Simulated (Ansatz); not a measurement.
One change: `[Cl][SnH3]` becomes `[Cl][SnH2][GeH3]`.

Ansatz, PBE0-D4/def2-TZVP geometries, multiplicity 1. 

Elements past krypton have def2 core potentials. Scalar relativity is left out up to krypton.

```
                                                                                  property  `[Cl][SnH3]`
                                                       LUMO energy (B3LYP/def2-TZVPP) / eV         -1.14
                                                       HOMO energy (B3LYP/def2-TZVPP) / eV         -8.37
                                                         HOMO energy (PBE/def2-TZVPP) / eV         -7.27
                                            size of the dipole moment (PBE/def2-TZVPP) / D          2.35
                                                     HOMO–LUMO gap (B3LYP/def2-TZVPP) / eV          7.23
ideal-gas entropy at 298 K and 1 bar (rigid rotor, harmonic PBE0-D4/def2-TZVP) / J/(mol·K)           276
```

Problem. What does the change do to each property? (An estimate is asked.)

Solution. Computed: 
| property | `[Cl][SnH2][GeH3]` | shift |
| --- | --- | --- |
| LUMO energy (B3LYP/def2-TZVPP) / eV | -1.22 | -0.08 |
| HOMO energy (B3LYP/def2-TZVPP) / eV | -7.76 | 0.61 |
| HOMO energy (PBE/def2-TZVPP) / eV | -6.83 | 0.44 |
| size of the dipole moment (PBE/def2-TZVPP) / D | 2.56 | 0.21 |
| HOMO–LUMO gap (B3LYP/def2-TZVPP) / eV | 6.54 | -0.69 |
| ideal-gas entropy at 298 K and 1 bar (rigid rotor, harmonic PBE0-D4/def2-TZVP) / J/(mol·K) | 365 | 89 |

With PBE0 the HOMO rises by 0.65 eV and the LUMO falls by 0.12 eV, so the gap narrows by about 0.77 eV. PBE moves the HOMO by 0.44 eV and ωB97M-V by 0.86 eV. The zero-point energy changes by 43.7 kJ/mol with +9 modes. Dipoles are sizes alone; their direction can turn.

B3LYP here is the variant with VWN-RPA as its local correlation; programs differ in this.
